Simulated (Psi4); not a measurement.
A dimer, H2 ··· Br- (SMILES [H][H] and [Br-]) (charge -1); the first 2 atoms form monomer A.

```
3

H      0.3719     0.0000     0.0000
H     -0.3719     0.0000     0.0000
Br    -3.2317     0.0000     0.0000
```

**Question.** What interaction energy does SAPT0/jun-cc-pVDZ, frozen core (Psi4) give, and which attractive term is the largest?

**Answer.** Total -5.36 kJ/mol: electrostatics -10.17, exchange 17.07, induction -8.93, dispersion -3.32. The most attractive term is electrostatics.
